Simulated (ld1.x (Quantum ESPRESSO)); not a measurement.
## vanadium (V): variants of one TM potential

Base potential:

```json
{"Element": "vanadium (V)", "Generator": "ld1.x (Quantum ESPRESSO) 7.5", "Type": "norm-conserving Troullier–Martins (Kleinman–Bylander form)", "Functional": "PBEsol", "Relativity": "scalar-relativistic", "Frozen core": "[Ne]", "Valence charge": "13", "Reference configuration": "3s2 3p6 3d3 4s1 4p0 (charge +1)", "Partial waves": "3s (bound): rc 1.30 bohr; 3p (bound): rc 1.50 bohr; 3d (bound): rc 1.85 bohr", "Local potential": "all-electron potential smoothed inside 1.40 bohr (lloc = -2)", "Core correction": "a·sin(br)/r model core inside 1.10 bohr"}
```

Occupied shells without a wave of their own: 4s. They enter only through the test configuration that unscreens the potential, and ld1.x also counts them in the model core charge.

All-electron outer shells of the reference configuration (PBEsol, scalar-relativistic, ld1.x):

```
shell  level (eV)  outermost node (bohr)  outermost maximum (bohr)
   2p     -510.33                      –                      0.21
   3s      -77.64                   0.38                      0.82
   3p      -51.56                   0.35                      0.84
   3d      -12.65                      –                      0.90
   4s      -10.90                   1.17                      2.59
   4p       -6.81                   1.29                      3.16
```

Cutoffs, loose and tight: the cutoffs (Ry, on a coarse ladder) from which the occupation-weighted sum of valence levels, in a spherical-Bessel basis at the reference potential, stays within 10 and 1 mRy of its value at 400 Ry. They do not see the model core or the augmentation charge, which bear on the density cutoff. Test errors are all-electron minus pseudo excitation energies from the reference, over the configurations 3s2 3p6 3d3 4s2 4p0; 3s2 3p6 3d3 4s0 4p0; 3s2 3p6 3d2 4s0 4p0; 3s2 3p6 3d3 4s0 4p2; 3s2 3p6 3d2 4s2 4p0; 3s1 3p6 3d3 4s2 4p0; 3s2 3p6 3d1 4s0 4p0. A dash means not determined; rows that change the core or the reference have their own tests.

With those shells counted twice in exchange and correlation these files are broken, and their errors move erratically; no question is asked of them.

A true bound ghost makes a file unfit for plane-wave use even where its test errors are small: the radial tests pick states by their node count and pass the ghost by.

Cutoffs are not given where the Bessel-basis levels miss the radial ones by over 6 mRy, ghosts where they miss by over 20 mRy; a channel whose overlap is not positive is not tested.

```tsv
change	outcome	cutoff, loose	cutoff, tight	bound ghosts	largest test error (meV)
base	generated, misses its reference levels by 0.99 eV	80 Ry	110 Ry	none	-3050
local potential the p channel	generated, misses its reference levels by 0.23 eV	80 Ry	110 Ry	none	-830
wave 3p (bound): rc 1.50 bohr becomes 3p (bound): rc 2.14 bohr	generated, misses its reference levels by 0.99 eV	80 Ry	110 Ry	none	-3129
fully relativistic	generated, misses its reference levels by 0.99 eV	–	–	none	-3056
functional PBE	generated, misses its reference levels by 1.02 eV	80 Ry	110 Ry	none	-3006
local potential all-electron potential smoothed inside 2.00 bohr (lloc = -2)	generated, misses its reference levels by 0.36 eV	80 Ry	110 Ry	none	-794
core correction full core density, not smoothed (it rises at the typed radius of 1.60 bohr, so ld1.x skipped the fit)	generated, misses its reference levels by 0.99 eV	80 Ry	110 Ry	none	-3048
core [Ne] 3s2, valence charge 11; reference 3p6 3d3 4s2 4p0; waves now 4s (bound): rc 3.00 bohr; 3p (bound): rc 1.10 bohr; 3d (bound): rc 1.90 bohr; local potential all-electron potential smoothed inside 1.45 bohr (lloc = -1); core correction a·sin(br)/r model core, default radius (core density twice the valence density)	generated	80 Ry	120 Ry	s	+384
```
